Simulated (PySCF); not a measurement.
2-hydroxyethyl prop-2-enoate (C5H8O3), SMILES O(CCO)C(=O)C=C. Atoms are numbered in the order given.

```xyz
16

C      3.3514     0.5664     0.2181
C      2.2170     0.7026    -0.4705
C      1.0088    -0.0631    -0.0829
O      0.9376    -0.8409     0.8346
O     -0.0172     0.2212    -0.9013
C     -1.2426    -0.4513    -0.6498
C     -2.0606     0.2563     0.4213
O     -3.3034    -0.3598     0.6013
H      4.2551     1.1189    -0.0487
H      3.3886    -0.1146     1.0736
H      2.1265     1.3688    -1.3320
H     -1.7827    -0.4479    -1.6093
H     -1.0521    -1.4908    -0.3449
H     -1.5240     0.1912     1.3794
H     -2.1457     1.3301     0.1619
H     -3.8456    -0.1843    -0.1744
```

Coordinates come from a PBE0-D3(BJ)/def2-SVP optimisation. Other conformers were not sampled.

Method: PySCF with PBE/def2-TZVP.

Atomic charges (e):

```csv
atom,meta-Löwdin,Mulliken
C1,[?],-0.20
C2,-0.16,-0.18
C3,0.46,0.28
O4,[?],-0.29
O5,[?],-0.19
C6,[?],-0.06
C7,-0.01,-0.09
O8,-0.51,-0.40
H9,[?],0.13
H10,[?],0.15
H11,0.13,0.12
H12,0.12,0.11
H13,0.13,0.12
H14,0.13,0.13
H15,0.09,0.09
H16,[?],0.29
```

Problem. Fill in the missing entries. (An estimate is asked for; the answer gives what the named calculation found.)

Solution. 
- C1, meta-Löwdin: -0.20
- O4, meta-Löwdin: -0.44
- O5, meta-Löwdin: -0.31
- C6, meta-Löwdin: -0.04
- H9, meta-Löwdin: 0.13
- H10, meta-Löwdin: 0.14
- H16, meta-Löwdin: 0.33

Problem. Give the Mayer and Wiberg (Löwdin basis) orders of the bonds. (Estimate from the structure and the level; the computed values follow.)

Solution. 
```csv
bond,Mayer,Wiberg
C1–C2,1.90,2.13
C2–C3,1.04,1.20
C3–O4,2.03,2.61
C3–O5,1.17,1.66
O5–C6,0.92,1.38
C6–C7,0.99,1.25
C7–O8,1.07,1.64
C1–H9,0.95,0.89
C1–H10,0.93,0.88
C2–H11,0.94,0.83
C6–H12,0.94,0.87
C6–H13,0.94,0.86
C7–H14,0.94,0.87
C7–H15,0.96,0.88
O8–H16,0.90,1.02
```
